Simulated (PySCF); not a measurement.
**Worked example: oscillator strength and radiative lifetime**

Sn(H)(OH)(NH2)2 (H6N2OSn), SMILES [NH2][SnH]([OH])[NH2].

Coordinates come from a PBE0-D3(BJ)/def2-SVP optimisation. The structure was generated by enumeration; whether it is a known compound was not checked. The def2 effective core potentials stand for the cores of Sn; spin–orbit coupling is left out. The values are those of a single conformer.

TDA-PBE0/def2-SVPD (PySCF 2.14.0) puts the first singlet state with f over 0.02 at 5.81 eV (vertical), with the transition dipole (-0.025, 0.545, -0.277) in atomic units.

Problem. Find the oscillator strength, the wavelength and the radiative lifetime that this transition would have in vacuum if emission retraced absorption.

Solution. 
|μ|² = 0.3744 au, so |μ| = 1.56 D. ΔE = 5.81/27.211 = 0.2135 hartree. f = (2/3) ΔE |μ|² = 0.053 (the program prints 0.053).
λ = 1239.84/5.81 = 213 nm; ν = 46861 cm⁻¹.
Einstein's coefficient A = 0.6670 ν² f s⁻¹ (ν in cm⁻¹) = 7.8e7 s⁻¹, so τ = 1/A = 13 ns. This state is S1. The figure is the radiative limit of this one transition; relaxation, internal conversion, crossing to triplets and a medium change what is measured.
